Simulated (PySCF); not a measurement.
## `C#C/C(F)=C/C(F)(F)F`, C5H2F4

Geometry:
```json
{"atom": "C1", "x (Å)": "3.073", "y (Å)": "0.113", "z (Å)": "-0.147"}
{"atom": "C2", "x (Å)": "1.895", "y (Å)": "-0.052", "z (Å)": "0.013"}
{"atom": "C3", "x (Å)": "0.522", "y (Å)": "-0.303", "z (Å)": "0.243"}
{"atom": "F4", "x (Å)": "0.267", "y (Å)": "-1.222", "z (Å)": "1.178"}
{"atom": "C5", "x (Å)": "-0.465", "y (Å)": "0.311", "z (Å)": "-0.413"}
{"atom": "C6", "x (Å)": "-1.912", "y (Å)": "0.024", "z (Å)": "-0.157"}
{"atom": "F7", "x (Å)": "-2.284", "y (Å)": "0.292", "z (Å)": "1.105"}
{"atom": "F8", "x (Å)": "-2.240", "y (Å)": "-1.258", "z (Å)": "-0.386"}
{"atom": "F9", "x (Å)": "-2.696", "y (Å)": "0.766", "z (Å)": "-0.952"}
{"atom": "H10", "x (Å)": "4.098", "y (Å)": "0.279", "z (Å)": "-0.306"}
{"atom": "H11", "x (Å)": "-0.252", "y (Å)": "1.052", "z (Å)": "-1.163"}
```

The calculation used PySCF, GIAO B3LYP/pcSseg-1 magnetisability, rotational g tensor and spin-rotation constants, non-relativistic, gas phase. Geometry: GFN2-xTB.

(1) What are the magnetisability and the molar susceptibility?

(2) Split it along the inertial axes a, b, c into diamagnetic and paramagnetic parts about the centre of mass, with the quadrupole moment.

(3) And the rotational g tensor?

## Answers

(1) Isotropic -1048 × 10⁻³⁰ J/T², or -63.1 × 10⁻⁶ cm³/mol; principal values -1072, -1068, -1003 × 10⁻³⁰ J/T², anisotropy 67 × 10⁻³⁰ J/T² (root of half the summed squared differences of the principal values). The susceptibility is in cgs units.

(2) 
```csv
axis,χ (10⁻⁶ cm³/mol),diamagnetic (10⁻⁶ cm³/mol),paramagnetic (10⁻⁶ cm³/mol),summed x² of all electrons (Å²),quadrupole Θ (D Å)
a,-64.3,-380.6,316.3,264.4,+8.89
b,-60.4,-1254.8,1194.4,58.4,-2.95
c,-64.6,-1369.5,1305.0,31.3,-5.95
```
Anisotropies 2χaa − χbb − χcc = -3.6 and 2χbb − χaa − χcc = +8.0 × 10⁻⁶ cm³/mol. Θ is traceless in Buckingham's convention.

(3) 
| axis | rotational constant (GHz) | g | nuclear part | electronic part |
| --- | --- | --- | --- | --- |
| a | 3.6002 | -0.0392 | 0.4958 | -0.5349 |
| b | 0.9277 | -0.0088 | 0.5118 | -0.5206 |
| c | 0.8462 | -0.0056 | 0.5131 | -0.5188 |

Asymmetric top; isotopes 12C, 19F, 1H; no vibrational averaging.
